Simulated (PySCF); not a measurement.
# Bonding in `CC(C)S[SiH3]`

Species: C3H10SSi.
Numbering: `[CH3:1][CH:2]([CH3:3])[S:4][SiH3:5]` (hydrogens: H6, H7, H8 on C1; H9 on C2; H10, H11, H12 on C3; H13, H14, H15 on Si5)

Structure used (GFN2-xTB), in Å, numbered top down from 1:
```
atom  x, y, z in Å
C1    -1.8693   -0.1455   -0.8735
C2    -0.5701    0.1351   -0.1377
C3    -0.6320   -0.3179    1.3103
S4     0.7926   -0.7439   -1.0271
Si5    2.5241    0.2967   -0.3342
H6    -2.6885    0.3952   -0.4032
H7    -2.0886   -1.2103   -0.8497
H8    -1.7942    0.1654   -1.9124
H9    -0.3341    1.2010   -0.1927
H10   -1.4396    0.1998    1.8258
H11    0.3015   -0.1058    1.8273
H12   -0.8183   -1.3886    1.3566
H13    3.5657   -0.1162   -1.2552
H14    2.8238   -0.0803    1.0448
H15    2.2225    1.7233   -0.4009
```

Bond orders from the PBE0/pcSseg-1 density (PySCF). One conformer (not necessarily the lowest) at the GFN2-xTB geometry, without solvent, vibrations or thermal averaging.

Question: Where do the orders between heavy atoms depart from those drawn in the SMILES?

Answer: The largest departure is 0.031, at S4–Si5 (drawn single, 0.969).

Question: Give the Mayer order of every bond between heavy atoms, beside its length.

Answer: 
```json
{"bond": "C1–C2", "drawn as": "single", "length (Å)": "1.519", "Mayer order": "1.024"}
{"bond": "C2–C3", "drawn as": "single", "length (Å)": "1.518", "Mayer order": "0.995"}
{"bond": "C2–S4", "drawn as": "single", "length (Å)": "1.849", "Mayer order": "1.003"}
{"bond": "S4–Si5", "drawn as": "single", "length (Å)": "2.136", "Mayer order": "0.969"}
```

Bonds between the same two heavy elements. C–C: lowest C2–C3 (0.995, 1.518 Å), highest C1–C2 (1.024, 1.519 Å).

Question: And the bonds to hydrogen?

Answer: C–H: 0.93 to 0.96 (7 bonds); H–Si: 0.91 to 0.95 (3 bonds).

Question: Sum the orders of all bonds at each heavy atom with more than one neighbour and set the sums beside the valence in the SMILES.

Answer: C1 3.910 (drawn 4), C2 3.949 (drawn 4), C3 3.880 (drawn 4), S4 1.972 (drawn 2), Si5 3.753 (drawn 4). Orders between atoms that aren't bonded are not in these sums.

For a closed shell the Mayer order of atoms A and B is Σ (PS)μν (PS)νμ over the basis functions μ on A and ν on B, with P the density and S the overlap matrix.

The run behind these numbers computed NMR shieldings as well. Hardware: Arm Neoverse N1, one thread, shared host with 64 logical CPUs at a one-minute load of 57. Cost: 37 s (grids of density and orbitals included), 0.72 GiB resident at most.
